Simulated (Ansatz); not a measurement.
Cartesian coordinates (Å):
```xyz
8

O      3.1811    -0.7764     0.3411
Si     1.8515    -0.2721    -0.2116
Si    -0.0194     0.2401     1.0008
Si    -1.7455     0.1934    -0.2974
H      1.6151     0.0152    -1.6528
H     -0.1581    -0.1353     2.4217
H     -1.5705     0.4563    -1.7391
H     -3.1542     0.2789     0.1373
```
Charge 0, spin multiplicity 1.

Level of theory: frozen-core CCSD(T)/cc-pVTZ // B3LYP-D3(BJ)/def2-TZVP (Ansatz, an electronic-structure program). The restricted HF reference is unstable towards unrestricted orbitals.

HF energy: -943.98507 Ha
MP2 correlation energy: -0.58958 Ha

**Question.** Estimate the CCSD correlation energy, the (T) correction, the total energy and the T1 diagnostic.

**Answer.** 
```yaml
CCSD correlation energy: -0.62786 Ha
"(T) correction": -0.03220 Ha
CCSD(T) total energy: -944.64513 Ha
T1 diagnostic: 0.022
```
